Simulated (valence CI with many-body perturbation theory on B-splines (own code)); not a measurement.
**Which ion has this spectrum?**

A relativistic CI+MBPT calculation for an atom or ion with 16 electrons gives these levels (cm⁻¹):

```csv
J,Parity,E,g
2,even,0,1.48
1,even,12658,1.50
0,even,14331,
2,even,37913,1.02
0,even,81156,
2,odd,283398,1.50
1,odd,293008,1.49
0,odd,299014,
1,odd,361882,1.00
0,odd,387133,
1,odd,387328,1.50
2,odd,387549,1.49
3,odd,387878,1.49
4,odd,388836,1.49
```

The energies are calculated, with errors of perhaps 200 cm⁻¹, more in some levels.

(1) Which is it?
A. Ni12+
B. Co11+
C. Fe10+
D. Cr8+

Answers

(1) C. Fe10+, ground level 3s2 3p4 3P_2.
